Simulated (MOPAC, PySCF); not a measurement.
[Zn(OH)2], neutral singlet in the gas phase. 

Cartesian coordinates (Å):
```xyz
5

Zn     0.2866     0.0026     0.1667
O     -0.7075     0.1223    -1.3031
H     -0.3821    -0.4801    -1.9993
O      1.0998    -0.1323     1.7429
H      1.7982     0.5434     1.8381
```
Charge 0, spin multiplicity 1.

All levels are single points at this geometry (BP86-D3(BJ)/def2-SVP); Pople sets use spherical d functions. Orbital energies aren't observables, and empty levels follow the basis.

```
level                                     HOMO (eV)  LUMO (eV)  gap (eV)  dipole (D)  vertical IE, Delta-SCF (eV)
----------------------------------------  ---------  ---------  --------  ----------  ---------------------------
TPSSh-D3(BJ)/def2-TZVP in PySCF               -7.47      -1.51      5.96        1.94                            –
B3LYP/6-311+G** (LANL2DZ on Zn) in PySCF      -8.15      -1.80      6.35        2.26                            –
B3LYP/6-31G* (LANL2DZ on Zn) in PySCF         -7.53      -1.26      6.27        2.10                        10.43
B3LYP/LANL2DZ in PySCF                        -7.81      -1.60      6.21        2.56                            –
SVWN5/6-31G* (LANL2DZ on Zn) in PySCF         -6.33      -2.05      4.28        2.06                            –
HF/6-31G* (LANL2DZ on Zn) in PySCF           -12.26       1.85     14.10        2.46                         9.27
HF/STO-3G in PySCF                            -4.71       6.64     11.35        1.09                            –
PM3 in MOPAC                                 -12.03       0.00     12.03        1.98                            –
PM7 in MOPAC                                 -10.97       0.52     11.49        2.53                            –
```
